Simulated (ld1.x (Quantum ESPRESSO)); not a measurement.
# Reading a pseudo-wave (platinum (Pt))

Columns: radius, all-electron u(r) and pseudo u(r) of the 6p shell (level -0.78 eV) of platinum in the configuration [Xe] 4f14 5d9 6s1 6p0; PBEsol, scalar-relativistic, TM scheme, ld1.x (Quantum ESPRESSO) 7.5.

```tsv
r (bohr)	all-electron	pseudo
0.173	-0.0503	0.0021
0.345	0.1045	0.0083
0.518	-0.0032	0.0188
0.690	-0.1309	0.0336
0.862	-0.1729	0.0527
1.035	-0.1425	0.0763
1.208	-0.0732	0.1045
1.380	0.0092	0.1367
1.553	0.0917	0.1729
1.725	0.1665	0.2118
1.898	0.2321	0.2526
2.070	0.2872	0.2932
2.242	0.3328	0.3318
2.415	0.3700	0.3669
2.588	0.3994	0.3968
2.760	0.4220	0.4206
2.932	0.4389	0.4384
3.105	0.4509	0.4508
3.278	0.4586	0.4586
3.450	0.4627	0.4627
3.623	0.4637	0.4637
3.795	0.4623	0.4623
3.968	0.4588	0.4588
4.140	0.4537	0.4537
4.312	0.4472	0.4472
4.485	0.4396	0.4396
```

(1) How many radial nodes do the two functions have?

(2) At about which radius was the pseudo-wave matched?

(3) Where does each function peak?

(4) Is the pseudo-wave norm-conserving?

Answers

(1) The all-electron 6p function has n − l − 1 = 4 (the table is too coarse to show those close to the nucleus); the pseudo-wave has 0, since the states of the same l below it are removed with the core.

(2) 3.45 bohr. The columns agree to 0.0005 from 3.10 bohr on; several derivatives are matched, so the curves merge somewhat inside the radius.

(3) Outermost all-electron maximum near 3.62 bohr, pseudo maximum near 3.62 bohr (to the table’s step).

(4) Yes: the TM scheme keeps the norm inside the radius equal to the all-electron one, which fixes the energy derivative of the logarithmic derivative at the level.
